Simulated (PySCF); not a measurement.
C2F3O2, charge -1, multiplicity 1. Atoms are numbered in the order given.

```xyz
7

O      1.4212    -1.2707     0.1690
C      1.0622    -0.0919     0.0059
O      1.6940     0.9655    -0.1509
C     -0.5167     0.0630    -0.0035
F     -1.0835    -0.4005     1.1446
F     -0.9593     1.3345    -0.1448
F     -1.0899    -0.6435    -1.0175
```
Charge -1, spin multiplicity 1.

Geometry: B3LYP-D3(BJ)/def2-SVPD. The spin state was assumed, not searched. The isomer is the one that the SMILES or the coordinates give; other isomers of the formula were not compared.

Calculation: PySCF with KT2/pcSseg-1.

GIAO shieldings, no solvent; atoms listed in one row are averaged. δ = σ(ref) − σ: ¹⁷O against H2O (σ = 330.4 ppm); ¹³C against TMS (σ = 185.1 ppm); ¹⁹F against CFCl3 (σ = 127.1 ppm), references at their B3LYP-D3(BJ)/def2-TZVP geometries, non-relativistic.

Computed chemical shifts:
| nucleus | atoms | count | δ (ppm) |
|---|---|---|---|
| ¹⁷O | O3 | 1 | 327.1 |
| ¹⁷O | O1 | 1 | 315.5 |
| ¹³C | C2 | 1 | 153.0 |
| ¹³C | C4 | 1 | 127.2 |
| ¹⁹F | F5, F6, F7 | 3 | -124.2 |
